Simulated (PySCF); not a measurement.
Se⁺ (selenium, charge +1): TPSSh calculation

Configuration: [Ar] 3d10 4s2 4p3, high-spin 4S determinant. All numbers are calculated (PySCF 2.14, scalar relativity by spin-free X2C-1e, in ANO-RCC-VTZP).

| Quantity | Value |
| --- | --- |
| Total energy | -2429.390 hartree |
| One-electron energy | -3365.425 hartree |
| Hartree (Coulomb) energy | 1024.276 hartree |
| Exchange-correlation energy | -88.240 hartree |
| ⟨S²⟩ | 3.7508 |
| ⟨L²⟩ | 0.000 |
| Sum of ⟨r⟩ | 22.27 bohr |
| Sum of ⟨r²⟩ | 30.64 bohr² |
| Langevin diamagnetic susceptibility | -24.3 ×10⁻⁶ cm³/mol |

```tsv
shell	electrons	mean orbital energy (hartree)	rms radius, mean of both spins (bohr)
1s α	1	-460.99243	0.0508
1s β	1	-460.98583	0.0508
2s α	1	-59.89353	0.212
2s β	1	-59.89144	0.212
2p α	3	-52.67104	0.189
2p β	3	-52.66546	0.189
3s α	1	-8.43018	0.615
3s β	1	-8.42066	0.615
3p α	3	-6.15468	0.638
3p β	3	-6.14340	0.638
3d α	5	-2.41184	0.704
3d β	5	-2.39825	0.704
4s α	1	-1.07165	1.88
4s β	1	-0.93223	1.88
4p α	3	-0.63016	2.25
```

Densities and radii are taken from the X2C orbitals without a picture-change correction, which distorts them close to the nucleus.
